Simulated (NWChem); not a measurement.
**Total energies of formamidinium (CH₅N₂ (+1))**

```
C
N 1 1.3077
N 1 1.3077 2 125.83
H 2 1.0159 1 119.96 3 180.00
H 3 1.0159 1 119.96 2 180.00
H 2 1.0175 4 116.85 1 180.00
H 3 1.0175 5 116.85 1 180.00
H 1 1.0959 2 117.09 4 0.00
```
Charge +1, spin multiplicity 1.

Program: NWChem. The geometry was optimised at PBE0/def2-SVP, a minimum by its harmonic frequencies. It is one conformer; others weren't searched.

Basis set: cc-pVTZ (160 functions).

```
method     total energy (Ha)  relative cost
---------  -----------------  -------------
RHF               -149.52866              1
MP2               -150.09701        under 3
B2PLYP            -150.32018              4
PBE               -150.26020        under 3
B3LYP             -150.44872        under 3
CAM-B3LYP         -150.37192             20
```

Total energies of different functionals aren't comparable as a measure of quality: only differences taken within one method are. The cost column gives rough processor time relative to RHF; each entry includes its own SCF.

The correlated methods keep 3 core orbitals frozen. B3LYP has NWChem's definition, with VWN1-RPA local correlation. GW and range-separated runs recompute their integrals, the others keep them in memory, which bears on the times.
